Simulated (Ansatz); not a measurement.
Reaction (ligand exchange at the Al–F bond): `[F][Al]([Cl])[Br]` + HBr → `[Cl][Al]([Br])[Br]` + H–F

Computed with Ansatz on PBE0-D4/def2-TZVP structures; ΔE is electronic, products minus reactants. CCSD(T)/CBS adds triple-zeta CCSD(T) − MP2 to the extrapolated MP2 energy (def2 sets, frozen cores). This one scheme is used for every species. DFT in def2-TZVPP. B3LYP here is the variant with VWN-RPA as its local correlation; programs differ in this. HSE06 is defined as in plane-wave codes. For Br outer-core shells are correlated without core-valence functions, which leaves a few kJ/mol of doubt a bond. Scalar relativity is left out up to krypton.

(1) Is it downhill or uphill in electronic energy at CCSD(T)/CBS, and by how much? (Best estimate.)

(2) What do these levels give: PBE-D4, BLYP-D4, B3LYP-D4, CAM-B3LYP-D4, PBE, PBE0, r2SCANh, HSE06, BHLYP, SCS-MP2/def2-TZVPP, CCSD/def2-TZVPP, MP2/def2-QZVPP? (An estimate is asked.)

Largest T1 diagnostic among the species: 0.009.

Answers

(1) The calculation gave: Uphill: ΔE = +4.1 kcal/mol.

(2) Computed: PBE-D4 4.1, BLYP-D4 7.0, B3LYP-D4 6.0, CAM-B3LYP-D4 7.3, PBE 5.0, PBE0 3.9, r2SCANh 5.3, HSE06 3.8, BHLYP 6.9, SCS-MP2/def2-TZVPP 5.4, CCSD/def2-TZVPP 5.7, MP2/def2-QZVPP 3.5 kcal/mol.

Leaving LDA and LC-ωPBE aside and taking each functional with its dispersion term where it has one, the values, not all of them listed here, spread over 4.4 kcal/mol, from HSE06-D4 to CAM-B3LYP-D4. In def2-TZVPP, CCSD(T) changes the Hartree–Fock value by −0.9 kcal/mol (the triples alone add −0.4 kcal/mol) and MP2 by −2.3 kcal/mol. From PBE to PBE0 (25 % exact exchange), in def2-TZVPP and without D4, ΔE moves by −1.1 kcal/mol.
